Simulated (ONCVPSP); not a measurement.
Potentials for vanadium compared

Generated with ld1.x 7.5 (TM, RRKJ, ultrasoft, PAW), atompaw 4.2 or ONCVPSP 4.0.1. The cutoff is in Ry: for ld1.x and atompaw files where the sum of valence levels is converged to 10 mRy in a Bessel basis, for ONCV files where the hardest occupied wave has 1 mHa per electron of residual kinetic energy. The error is the largest all-electron minus pseudo excitation energy over each file’s own four to seven test configurations (ionisations up to +4, promotions, holes and added fractions of an electron), all of which were solved. The labels leave out finer settings (local radius, basis sizes, second energies), which also bear on the numbers. Spin-polarised tests are not counted. The rows are a selection from randomly drawn settings: files with unsolved tests, undetermined cutoffs or missed reference levels are left out.

```tsv
potential	cutoff (Ry)	largest error (meV)	bound ghosts
ONCV, PBE, scalar-relativistic, rc 0.90/1.20/2.05 (spd), local smoothed, core correction yes, reference 3s2 3p6 3d3, qcut 8.4/14.1/6.1, projectors 2/2/2	128	+275	none
ONCV, PBEsol, scalar-relativistic, rc 1.65/1.15/1.65 (spd), local smoothed, core correction no, reference 3s2 3p6 3d3 4s1.5, qcut 6.5/11/9, projectors 2/2/2	69	+1.8	none
ONCV, PBE, scalar-relativistic, rc 1.15/1.45/1.30 (spd), local smoothed, core correction yes, reference 3s2 3p6 3d3, qcut 8.9/9.1/11.6, projectors 2/1/2	102	+21	none
ONCV, PBEsol, scalar-relativistic, rc 1.60/1.50/2.05 (spd), local smoothed, core correction no, reference 3s2 3p6 3d3 4s1.5 4p0.5, qcut 6.8/7.1/7.8, projectors 2/2/2	46	+2.4	none
```

Q: Fill in the row for V: ONCV, PBE, fully relativistic, rc 2.45/2.60/2.10 (spd), local smoothed, core correction yes, reference 3d4 4s1, qcut 2.8/3.3/6.6, projectors 1/3/2.

A: cutoff 36 Ry, largest error +139 meV, bound ghosts: none.

Q: Fill in the row for V: ONCV, PBE, scalar-relativistic, rc 1.60/1.20/1.80 (spd), local smoothed, core correction yes, reference 3s2 3p6 3d3 4s2, qcut 7.4/10.9/7.3, projectors 2/1/2.

A: cutoff 48 Ry, largest error +73 meV, bound ghosts: none.
